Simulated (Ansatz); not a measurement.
`BC=NB`, relaxed with RKS PBE-D4/def2-SVP in the Gaussian-basis code of Ansatz from a rough embedded geometry. The force threshold is 0.03 eV/Å; the program also tests the step.

The species carries charge 0 and has multiplicity 1.

Start:

```xyz
9

B    -0.926   -0.223   -1.649
C    -0.489    0.007   -0.189
N     0.753    0.049    0.118
B     1.220    0.107    1.513
H    -2.084   -0.174   -1.964
H    -0.103   -0.281   -2.547
H    -1.263    0.084    0.559
H     0.454    0.265    2.401
H     2.438    0.166    1.758
```

(1) By how much does the energy fall, and how many steps does the optimiser take? (Estimate.)

(2) Which bonds change most? (Best estimate.)

(3) Give the relaxed structure. (An estimate is asked.)

Results:

(1) Ansatz gave: 151.95 kJ/mol, in 24 steps, 6 of them rejected.

(2) Computed: N3–B4 from 1.471 to 1.349 Å; C2–H7 from 1.079 to 1.116 Å; B4–H8 from 1.184 to 1.220 Å; B1–C2 from 1.541 to 1.568 Å.

(3) Ansatz gave: 
```xyz
9

B    -0.843   -0.273   -1.570
C    -0.754    0.415   -0.163
N     0.220    0.195    0.634
B     1.255   -0.053    1.462
H    -1.806   -0.070   -2.286
H     0.057   -1.008   -1.920
H    -1.549    1.115    0.186
H     1.175   -0.979    2.252
H     2.244    0.659    1.403
```
